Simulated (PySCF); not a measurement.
## UHF on Co⁺ (cobalt, charge +1)

Configuration: [Ar] 3d8, high-spin 3F determinant. Computed with PySCF 2.14 in def2-TZVP (6s4p4d1f, 45 functions), with no relativity, point nucleus.

| Quantity | Value |
| --- | --- |
| Total energy | -1381.107253 hartree |
| One-electron energy | -1911.1880 hartree |
| Hartree (Coulomb) energy | 588.1135 hartree |
| Exchange energy | -58.0328 hartree |
| Kinetic energy | 1380.88215 hartree |
| ⟨S²⟩ | 2.0050 |
| ⟨L²⟩ | 12.023 |
| Sum of ⟨r⟩ | 17.31 bohr |
| Sum of ⟨r²⟩ | 19.65 bohr² |
| Density at the nucleus (Gaussians lack the cusp) | 13000 bohr⁻³ |
| Spin density at the nucleus | -0.0328 bohr⁻³ |
| Langevin diamagnetic susceptibility | -15.6 ×10⁻⁶ cm³/mol |
| Time after the integrals | 0.19 s of wall time on 1 thread of Neoverse-V1 (shared host) |

```csv
shell,electrons,mean orbital energy (hartree),spread (hartree),"rms radius, mean of both spins (bohr)"
1s α,1,-283.16022,0,0.0659
1s β,1,-283.15894,0,0.0659
2s α,1,-34.96268,0,0.279
2s β,1,-34.89772,0,0.279
2p α,3,-30.22018,0,0.250
2p β,3,-30.15641,0,0.250
3s α,1,-4.69056,0,0.847
3s β,1,-4.50919,0,0.847
3p α,3,-3.21219,0,0.904
3p β,3,-2.99282,0,0.904
3d α,5,-0.77223,0.04880,1.26
3d β,3,-0.68043,0,1.26
```
